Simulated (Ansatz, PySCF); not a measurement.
AlF4, SMILES [F][Al-]([F])([F])[F], charge -1. Atoms are numbered in the order given.

```xyz
5

Al     0.0000     0.0000     0.0000
F      0.9881     0.9881    -0.9881
F     -0.9881     0.9881     0.9881
F     -0.9881    -0.9881    -0.9881
F      0.9881    -0.9881     0.9881
```
Charge -1, spin multiplicity 1.

Geometry optimised at PBE0-D3(BJ)/def2-SVPD. The isomer is the one that the SMILES or the coordinates give; other isomers of the formula were not compared.

Two levels are set side by side: PBE-D3(BJ)/def2-SVPD (Ansatz, a quantum-chemistry and plane-wave program) and PBE0-D3(BJ)/def2-SVPD (Ansatz). Each level has its own optimised geometry; the coordinates shown are those of the second. Frequencies come from the Hessian of PySCF at each geometry. Differences are taken from unrounded values.

```tsv
quantity	PBE0-D3(BJ)
mean bond length (Å)	1.711
bond Al1–F2 (Å)	1.711
bond Al1–F3 (Å)	1.711
bond Al1–F4 (Å)	1.711
bond Al1–F5 (Å)	1.711
highest harmonic wavenumber (cm⁻¹)	784
mean harmonic wavenumber (cm⁻¹)	467
zero-point energy (kcal/mol)	6.01
```

Question: What does PBE-D3(BJ) give, and how far is it from PBE0-D3(BJ)? (Estimate from the structure and the level; the computed values follow.)

Answer: 
| quantity | PBE-D3(BJ) | PBE-D3(BJ) minus PBE0-D3(BJ) |
|---|---|---|
| mean bond length (Å) | 1.730 | 0.019 |
| bond Al1–F2 (Å) | 1.730 | 0.019 |
| bond Al1–F3 (Å) | 1.730 | 0.019 |
| bond Al1–F4 (Å) | 1.730 | 0.019 |
| bond Al1–F5 (Å) | 1.730 | 0.019 |
| highest harmonic wavenumber (cm⁻¹) | 751 | -33 |
| mean harmonic wavenumber (cm⁻¹) | 448 | -19 |
| zero-point energy (kcal/mol) | 5.77 | -0.25 |

Exact exchange shortens and stiffens bonds; PBE has none. Differences between two approximate levels are no errors against the true value.
